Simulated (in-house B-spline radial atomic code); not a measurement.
Yb⁺. Computed with a B-spline radial atomic code. Model: non-relativistic spherical atom: semilocal Troullier-Martins pseudo-atom, one channel per l, against all electrons, high spin, G0W0 and RPA with empty states to l = 8, local potential for every l without a channel, a model core (radius 0 = none) keeps its share of the functional.

Without relativity these are model numbers for so heavy an element.

What the tables leave out is listed at the end.

The pseudopotential gives back the lowest level of each angular momentum of its own functional in the configuration it was made in; a second state of the same l is only approximately right. Exact exchange, RPA and GW see the smooth pseudo-orbitals and miss the exchange with the core, for which the functional's share stands in. The column with an uncorrelated core keeps all orbitals and exact exchange, and so separates missing core correlation from pseudisation. Only the three outermost levels and the lowest empty one were computed. RPA here is direct RPA, with no exchange kernel, and its energies carry an (l + 1/2)⁻⁴ tail. A hybrid on a potential with a model core restores only its own semilocal share of the core's exchange.

Command:
```bash
python run_psgw.py task.json out
```
Settings (lengths in bohr, energies in hartree):
```
Z                      70
electrons              69
configuration          [Xe] 4f14 6s1
generated_in           [Xe] 4f14 6s2
functional             lda,vwn
core_shells            10
radius_factor          1
core_correction        True
ion_configuration      [Xe] 4f14
```

Time taken, with all properties: 100 s on 1 thread of Arm Neoverse N1, on a shared host.

Given: made with LDA VWN5; model core radius 0.706 bohr; local radius 1.594 bohr; mean-field start LDA VWN5.

Valence shells of the generating configuration: 5p, 4f, 6s.

Channel: s 3.4, p 1.275, d 2.002, f 1.613 (radii in bohr).

Computed: largest level miss in the spin-unpolarised generating configuration 0 eV; valence RPA correlation energy all-electron orbitals -1.6968 hartree; valence RPA correlation energy pseudo -2.4196 hartree; all-electron RPA polarisability, core included 51.353 bohr³; pseudo-atom RPA polarisability 51.304 bohr³; ionisation by mean-field all-electron 11.619 eV; ionisation by RPA pseudo minus all 0.497 eV.

| level | occupied | mean-field all-electron (eV) | mean-field pseudo minus all (eV) | G0W0 all-electron (eV) | G0W0 uncorrelated core minus all (eV) | G0W0 pseudo minus all (eV) | exchange self-energy all-electron (eV) | exchange self-energy pseudo (eV) |
| --- | --- | --- | --- | --- | --- | --- | --- | --- |
| 6s up | 1 | -9.0738 | 0 | -11.775 | -0.01 | -0.348 | -8.3956 | -8.0516 |
| 6s down (empty) | 0 | -8.297 | 0.004 | -6.4546 | -0.008 | -0.341 | -1.8331 | -1.5271 |

(1) What is the ionisation by mean-field pseudo minus all?

(2) What is the ionisation by RPA all-electron?

Given: mean-field start PBE0.

Computed: valence RPA correlation energy all-electron orbitals -1.6007 hartree; valence RPA correlation energy pseudo -2.3585 hartree; all-electron RPA polarisability, core included 47.069 bohr³; pseudo-atom RPA polarisability 43.051 bohr³; ionisation by mean-field pseudo minus all 0.285 eV; ionisation by RPA pseudo minus all 0.474 eV.

```
          level  occupied  mean-field all-electron (eV)  mean-field pseudo minus all (eV)  G0W0 all-electron (eV)  G0W0 uncorrelated core minus all (eV)  G0W0 pseudo minus all (eV)  exchange self-energy all-electron (eV)  exchange self-energy pseudo (eV)
          6s up         1                       -9.3826                            -0.222                 -11.659                                 -0.006                      -0.415                                 -8.0583                           -8.1512
6s down (empty)         0                       -7.0712                            -0.211                 -5.9655                                 -0.004                      -0.308                                 -1.6977                           -1.6088
```

(3) What is the ionisation by RPA all-electron?

(4) What is the ionisation by mean-field all-electron?

## Answers

(1) 0.006 eV.

(2) 11.765 eV.

(3) 11.606 eV.

(4) 11.254 eV.

Among the listed levels the largest G0W0 shift of the pseudo-atom is -0.41 eV, for 6s up on the PBE0 start, while leaving the core uncorrelated moves that level by -0.01 eV. So pseudisation and the lost core exchange, not the missing core correlation, make the error. Not in the tables (levels of low weight, unsolved or above zero; the highest and the empty levels are kept at any weight): on LDA the G0W0 levels 4f down (pseudo minus all +6.62 eV, weights 0.78 and 0.22), 4f up (pseudo minus all +6.64 eV, weights 0.76 and 0.22); on PBE0 the G0W0 levels 4f up (pseudo minus all +7.02 eV, weights 0.84 and 0.71), 4f down (pseudo minus all +7.00 eV, weights 0.84 and 0.71); no Hartree-Fock pseudo-atom is run with a model core.
